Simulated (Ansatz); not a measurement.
Input file for Ansatz (an electronic-structure program): U-CCSD(T)/cc-pV(T+d)Z on AlN, 2S+1 = 3, a point of a bond scan (R = 4.840 Å). Files ending in .json are basis or fitting sets from the Basis Set Exchange.

Ansatz 0.2 input:
```yaml
crystal:
  periodic: [false, false, false]
  atoms:
    - {symbol: Al, position_ang: [-0.00000000, -0.00000000, -0.62738212]}
    - {symbol: N, position_ang: [0.00000000, 0.00000000, 4.21242280]}
basis:
  gaussian:
    orbitals: cc-pV_T+d_Z.json
magnetization: {spin_polarized: true, initial_magnetization: 2}
correlation: {method: ccsd_t, electrons: outside_noble_gas}
scf: {omitted_lower_state_checks: [cluster_reference]}
```

The head of its log:

```
Functional definition: HF
[...]
these checks for a lower state are left out or cut short: cluster_reference
integrals: 0.06 GiB planned
415 factors; integrals over basis functions are off by at most 8.0e-4 eV
mean field: 0.11 GiB planned
mean field evaluation 1: about -8055.8420 eV, gradient 1.6e1 eV
mean field evaluation 2: about -8055.8431 eV, gradient 1.6e1 eV
mean field evaluation 4: about -8056.8053 eV, gradient 9.7e0 eV
mean field evaluation 8: about -8056.9481 eV, gradient 1.5e1 eV
mean field evaluation 16: about -8062.1830 eV, gradient 1.2e-3 eV
mean field evaluation 32: about -8062.1838 eV, gradient 1.4e-1 eV
mean field evaluation 64: about -8062.1848 eV, gradient 3.7e-3 eV
mean field evaluation 96: about -8062.1848 eV, gradient 1.7e-2 eV
mean field evaluation 128: about -8062.1858 eV, gradient 5.1e-3 eV
mean field evaluation 160: about -8062.1830 eV, gradient 6.2e-2 eV
mean field evaluation 192: about -8059.0261 eV, gradient 5.3e0 eV
mean field evaluation 224: about -8062.1830 eV, gradient 1.4e-3 eV
mean field -8062.18478942 eV, -296.2798262661 hartree, gradient 1.3e-6 eV, S^2 3.026039; 15 other end points of the search recorded, 0 dependent functions left out
6 core orbitals not correlated
reference -8062.18478942 eV, -296.2798262661 hartree; 5, 3 occupied and 58, 60 virtual orbitals, 415 factors
```

Q: What total energy does the run end on?

A: -296.4462 hartree (reference determinant -296.2798, T1 diagnostic 0.012). Its determinant has ⟨S²⟩ = 3.03, a mixture of spin states.
